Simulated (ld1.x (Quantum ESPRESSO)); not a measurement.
Transferability test, TM potential for Gd

ld1.x (Quantum ESPRESSO) 7.5 input, shortened:

```
&input
   title='Gd', zed=64., rel=2, dft='PZ', iswitch=3,
   config='[Xe] 4f6 5d2 6s2 6p0', rel_dist='average'
 /
 &inputp
   pseudotype=2, tm=.true., lloc=-1, rcloc=2.00,
   nlcc=.true., new_core_ps=.true., rcore=0.80
 /
4
5S  1  0   2.00   0.00  2.15  2.15  0.0
5P  2  1   6.00   0.00  1.95  1.95  0.0
5D  3  2   2.00   0.00  2.15  2.15  0.0
4F  4  3   6.00   0.00  1.25  1.25  0.0
 &test
   configts(1)='4f6 5s2 5p6 5d2 6s2 6p0'
 /
```

Open shells are filled in proportion to 2j + 1 (rel_dist='average').

Occupied shells without a wave of their own: 6s. They enter only through the test configuration that unscreens the potential, and ld1.x also counts them in the model core charge.

Energies are relative to the spin-unpolarised reference configuration 4f6 5s2 5p6 5d2 6s2 6p0; without spin polarisation the order of configurations can differ from experiment. Not all tests gave a result: 1 of 7 tests not solved or not reliable. The frozen-core shift is the all-electron ΔE with the core orbitals held at their reference shape minus the fully relaxed ΔE.

ld1.x takes every shell without a wave as core, so the model core holds the 6s electrons as well and exchange and correlation see them twice. This cancels in the reference configuration, but the file is broken for other ones, and its errors say nothing about a proper core correction.

| valence configuration | charge | ΔE all-electron (eV) | error AE − PS (meV) | frozen-core shift (meV) |
| --- | --- | --- | --- | --- |
| 4f7 5s2 5p6 5d1 6s2 6p0 | 0 | -8.889 | -139 | n/a |
| 4f7 5s2 5p6 5d1 6s1 6p0 | +1 | -2.033 | -453 | +176 |
| 4f7 5s2 5p6 5d1 6s0 6p0 | +2 | 10.342 | -1234 | +178 |
| 4f7 5s1 5p6 5d1 6s2 6p0 | +1 | 46.557 | +74 | +173 |
| 4f7 5s2 5p6 5d1.5 6s1.5 6p0 | 0 | -8.047 | -132 | +171 |
| 4f7 5s2 5p6 5d1 6s0 6p2 | 0 | -2.821 | -523 | +177 |

Levels in the configuration 4f7 5s2 5p6 5d1 6s2 6p0:

```
   level  all-electron (eV)  pseudo (eV)
4f j=5/2             -9.308       -9.192
4f j=7/2             -8.549       -8.439
5s j=1/2            -49.781      -49.508
5p j=1/2            -30.462      -30.585
5p j=3/2            -26.054      -26.226
5d j=3/2             -2.858       -3.028
5d j=5/2             -2.587       -2.754
6s j=1/2             -4.274       -4.422
```

A Bessel basis up to 400 Ry misses an occupied level by 0.06 Ry, so cutoffs and ghosts were not judged.
